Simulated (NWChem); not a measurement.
System: Hg

Output (shortened):

```
             Northwest Computational Chemistry Package (NWChem) 7.3.0
             --------------------------------------------------------

                             Geometry "geometry" -> ""
                             -------------------------

 Output coordinates in angstroms (scale by  1.889725989 to convert to a.u.)

  No.       Tag          Charge          X              Y              Z
 ---- ---------------- ---------- -------------- -------------- --------------
    1 Hg                  80.0000     0.00000000     0.00000000     0.00000000

 Effective nuclear repulsion energy (a.u.)       0.0000000000

                                 NWChem DFT Module
                                 -----------------

 Summary of "ao basis" -> "ao basis" (spherical)
 ------------------------------------------------------------------------------
       Tag                 Description            Shells   Functions and Types
 ---------------- ------------------------------  ------  ---------------------
 Hg                        def2-svpd                13       35   6s4p2d1f

            General Information
            -------------------
          SCF calculation type: DFT
          Wavefunction type:  closed shell.
          No. of atoms     :     1
          No. of electrons :    20
           Alpha electrons :    10
            Beta electrons :    10
          Charge           :     0
          Spin multiplicity:     1
          Use of symmetry is: off; symmetry adaption is: off
          Maximum number of iterations: 150
          AO basis - number of functions:    35
                     number of shells:    13
          Convergence on energy requested:  1.00D-06
          Convergence on density requested:  1.00D-05
          Convergence on gradient requested:  5.00D-04

              XC Information
              --------------
                         B3LYP Method XC Potential
                     Hartree-Fock (Exact) Exchange  0.200
                        Slater Exchange Functional  0.800 local
                    Becke 1988 Exchange Functional  0.720 non-local
              Lee-Yang-Parr Correlation Functional  0.810
                  VWN I RPA Correlation Functional  0.190 local

             Grid Information
             ----------------
          Grid used for XC integration:  medium
          Radial quadrature: Mura-Knowles
          Angular quadrature: Lebedev.
          Tag              B.-S. Rad. Rad. Pts. Rad. Cut. Ang. Pts.
          ---              ---------- --------- --------- ---------
          Hg                  1.50      123           6.0       590
          Grid pruning is: on
          Number of quadrature shells:   123
          Spatial weights used:  Erf1

      Superposition of Atomic Density Guess
      -------------------------------------

 Sum of atomic energies:        -174.14429382

      Non-variational initial energy
      ------------------------------

 Total energy =    -152.550406
 1-e energy   =    -270.139560
 2-e energy   =     117.589154
 HOMO         =      -0.326543
 LUMO         =       0.080604

     ---------------------------------------------
      Total Density - Mulliken Population Analysis
     ---------------------------------------------

    Atom       Charge   Shell Charges
 -----------   ------   -------------------------------------------------------
    1 Hg  20    20.00   0.13 -0.56  1.82  0.64  1.01  0.97  5.56  0.44  0.00 -0.01  8.98  1.02  0.00

   convergence    iter        energy       DeltaE   RMS-Dens  Diis-err
 ---------------- ----- ----------------- --------- --------- ---------
 d= 0,ls=0.0,diis     1   -153.5645715139 -1.54D+02  1.87D-02  1.06D-01
 d= 0,ls=0.0,diis     2   -153.5746404591 -1.01D-02  4.68D-03  3.03D-03
 d= 0,ls=0.0,diis     3   -153.5746221934  1.83D-05  1.69D-03  3.21D-03
 d= 0,ls=0.0,diis     4   -153.5749565888 -3.34D-04  1.79D-05  1.79D-07
 d= 0,ls=0.0,diis     5   -153.5749566150 -2.63D-08  2.71D-06  5.83D-09

         Total DFT energy =     -153.574956615043
      One electron energy =     -270.060682512704
           Coulomb energy =      130.458789981960
    Exchange-Corr. energy =      -13.973064084299
 Nuclear repulsion energy =        0.000000000000

 Numeric. integr. density =       20.000000045887

                       DFT Final Molecular Orbital Analysis
                       ------------------------------------

 Vector    8  Occ=2.000000D+00  E=-4.175240D-01
              MO Center= -2.3D-15, -2.5D-15,  7.3D-15, r^2= 7.5D-01
   Bfn.  Coefficient  Atom+Function         Bfn.  Coefficient  Atom+Function
  ----- ------------  ---------------      ----- ------------  ---------------
    21      0.573769  1 Hg d  0              20     -0.423115  1 Hg d -1
    23     -0.411455  1 Hg d  2              19      0.293033  1 Hg d -2
    22      0.198422  1 Hg d  1              26      0.125717  1 Hg d  0
    25     -0.092708  1 Hg d -1              28     -0.090153  1 Hg d  2
    24      0.064206  1 Hg d -2              27      0.043476  1 Hg d  1

 Vector    9  Occ=2.000000D+00  E=-4.175240D-01
              MO Center=  4.9D-15,  4.9D-15, -4.0D-15, r^2= 7.5D-01
   Bfn.  Coefficient  Atom+Function         Bfn.  Coefficient  Atom+Function
  ----- ------------  ---------------      ----- ------------  ---------------
    23      0.683904  1 Hg d  2              21      0.427665  1 Hg d  0
    19     -0.290792  1 Hg d -2              20     -0.227498  1 Hg d -1
    28      0.149848  1 Hg d  2              22      0.125836  1 Hg d  1
    26      0.093704  1 Hg d  0              24     -0.063715  1 Hg d -2
    25     -0.049847  1 Hg d -1              27      0.027572  1 Hg d  1

[...]
```

Level: B3LYP/def2-SVPD with def2 effective core potentials on Hg. def2 effective core potentials on Hg; no spin-orbit coupling.

Question: Which NWChem input produces such a log?

Answer: Several could match; the one computed here: the input that was run:
```
start job
memory heap 200 mb stack 900 mb global 1100 mb
geometry units angstroms noautoz
  Hg     0.000000     0.000000     0.000000
end
basis spherical
  Hg library def2-svpd
end
ecp
  Hg library def2-ecp
end
dft
  xc b3lyp
  iterations 150
  mulliken
end
task dft energy
```
